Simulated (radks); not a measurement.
Ionisation of the manganese ion Mn2+, [Ar] 3d5, to [Ar] 3d4 as the strength of local exchange is varied. All-electron calculation, Dirac Kohn-Sham, Slater X-alpha exchange (alpha = 2/3 is LDA exchange), no correlation, spin-unpolarised, spherical densities, finite nucleus; open shells fill j = l - 1/2 first; Fermi nuclear charge, rms radius 3.7057 fm. Program: a radial shooting solver on a logarithmic mesh with Libxc functionals.

| alpha | E(Mn2+) (hartree) | exchange (hartree) | IE (eV) | -e of the level emptied (eV) | <r> of it (bohr) |
|---|---|---|---|---|---|
| 0.587 | -1147.61039 | -41.45384 | 29.471 | 21.599 (3d5/2) | 1.190 |
| 0.656 | -1152.49328 | -46.51883 | 30.891 | 22.828 (3d5/2) | 1.165 |
| 0.667 | -1153.27357 | -47.32998 | 31.122 | 23.028 (3d5/2) | 1.161 |
| 0.749 | -1159.10649 | -53.40863 | 32.881 | 24.565 (3d5/2) | 1.133 |
| 0.937 | -1172.58663 | -67.55603 | 37.166 | 28.363 (3d5/2) | 1.076 |
| 0.993 | -1176.63071 | -71.82658 | 38.509 | 29.567 (3d5/2) | 1.060 |
| 1 | -1177.13714 | -72.36222 | 38.679 | 29.719 (3d5/2) | 1.059 |

NIST Atomic Spectra Database: 33.67 eV (measured). The Delta-SCF value meets it near alpha = 0.78. Spin polarisation and multiplet splitting are left out, so open shells lie too high by an amount that depends on their filling.

Beside tabulated values, note that spin-unpolarised runs miss the spin-polarisation part of the exchange energy of open shells.
